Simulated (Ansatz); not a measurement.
```yaml
crystal:
  periodic: [false, false, false]
  atoms:
    - {symbol: F, position_ang: [0.371249, -1.174799, -2.273283]}
    - {symbol: Al, position_ang: [0.953288, -0.580551, -0.844165]}
    - {symbol: O, position_ang: [-0.197901, -1.074057, 0.505683]}
    - {symbol: Al, position_ang: [-0.881221, 0.586024, 0.915665]}
    - {symbol: F, position_ang: [-2.467112, 0.630141, 0.449531]}
    - {symbol: O, position_ang: [0.276224, 1.076849, -0.425880]}
    - {symbol: H, position_ang: [2.488308, -0.709567, -0.541960]}
    - {symbol: H, position_ang: [-0.731484, -1.869345, 0.476629]}
    - {symbol: H, position_ang: [-0.488012, 1.183230, 2.313159]}
    - {symbol: H, position_ang: [0.676662, 1.932085, -0.575378]}
basis:
  gaussian: {orbitals: def2-TZVPPP}
hamiltonian: {xc: {name: LC-wPBE}}
accuracy: high
output: {forces: true}
```

```sh
$ ansatz run in.yaml --threads 4 --pin off --events-out ev --progress --plain --max-ram 10444MiB
```

(1) How does Ansatz answer? (Best estimate.)

Results:

(1) The calculation gave: The program refused the input.
```
Error: <dir> can't be read: No such file or directory (os error 2)
```
